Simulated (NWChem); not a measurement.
Species: Si2H4, singlet; SMILES [SiH][SiH3]

```xyz
6

Si     0.1248     1.3373     0.4861
H      1.1816     1.3556    -0.6263
Si    -0.0888    -1.0184     0.1143
H      1.2470    -1.6727     0.3224
H     -0.4973    -1.2511    -1.3122
H     -1.0830    -1.7035     0.9981
```
Atoms are numbered in this order, from 1.

Computed with NWChem. Geometry optimised at PBE0/def2-SVP; all other runs use it. Low-valent species are run as closed-shell singlets; no triplet was tried in these runs.

```json
[
 {"quantity": "vertical, lowest excitation, singlet (eV)", "level": "CAM-B3LYP/def2-SVPD, TDA", "value": "?"},
 {"quantity": "dipole in solution (D) in water", "level": "PBE0/def2-SVP, SMD", "value": "0.34"},
 {"quantity": "anisotropy (bohr³), static", "level": "CAM-B3LYP/def2-SVPD", "value": "29.7"},
 {"quantity": "vertical ionisation energy, ΔSCF (eV)", "level": "PBE/def2-SVP", "value": "?"},
 {"quantity": "dipole (D)", "level": "PBE0/def2-SVP", "value": "?"},
 {"quantity": "highest harmonic frequency (cm⁻¹)", "level": "PBE0/def2-SVP", "value": "2224"}
]
```

### Question
Complete the blanks.

### Answer

- vertical, lowest excitation, singlet (eV), value: 1.96
- vertical ionisation energy, ΔSCF (eV), value: 8.71
- dipole (D), value: 0.26
